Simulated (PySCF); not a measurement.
**SMILES COC1=C=CCCCCC1, C$_{9}$H$_{14}$O**

Geometry:
```
atom   x (Å)   y (Å)   z (Å)
  C1   1.907   0.527  -0.097
  O2   1.207  -0.581   0.403
  C3   0.258  -0.309   1.325
  C4  -0.004   0.886   1.834
  C5  -0.771   1.924   2.084
  C6  -1.995   2.203   1.245
  C7  -2.389   1.059   0.314
  C8  -2.798  -0.256   1.016
  C9  -1.886  -1.475   0.822
 C10  -0.603  -1.490   1.662
 H11   2.676   0.145  -0.780
 H12   1.237   1.215  -0.641
 H13   2.382   1.094   0.725
 H14  -0.575   2.600   2.928
 H15  -2.831   2.425   1.933
 H16  -1.850   3.131   0.661
 H17  -1.560   0.864  -0.388
 H18  -3.225   1.413  -0.310
 H19  -3.798  -0.543   0.653
 H20  -2.923  -0.073   2.098
 H21  -2.459  -2.385   1.066
 H22  -1.616  -1.564  -0.245
 H23  -0.860  -1.465   2.731
 H24  -0.034  -2.414   1.474
```

Method used: TDDFT CAM-B3LYP/def2-SVPD excited states, vertical, gas phase (PySCF). Geometry: PBE0-D3(BJ)/def2-SVP.

Task: How strongly do the lowest singlets absorb one photon, and two photons of half the energy?

Result: δ for parallel linear polarisation; σ at the peak of a Lorentzian of half width 0.1 eV, single beam; Ω is circular over linear.
```
state  E (eV)      f  photon λ (nm)  δ (au)  σ (GM)     Ω                                main
   S1    4.71  0.007            527    4.48    0.04  0.17    HOMO→LUMO 0.70, HOMO→LUMO+2 0.13
   S2    6.02  0.014            412      17    0.23  1.33    HOMO−1→LUMO 0.41, HOMO→LUMO 0.12
   S3    6.23  0.034            398      42    0.60  1.14  HOMO→LUMO+1 0.47, HOMO−1→LUMO 0.13
   S4    6.54  0.260            379      41    0.64  0.93  HOMO→LUMO+2 0.38, HOMO→LUMO+1 0.32
   S5    6.80  0.051            364    70.2    1.19  0.88  HOMO→LUMO+3 0.61, HOMO→LUMO+4 0.26
   S6    6.95  0.025            357    70.4    1.25  0.77  HOMO→LUMO+5 0.68, HOMO→LUMO+2 0.15
```
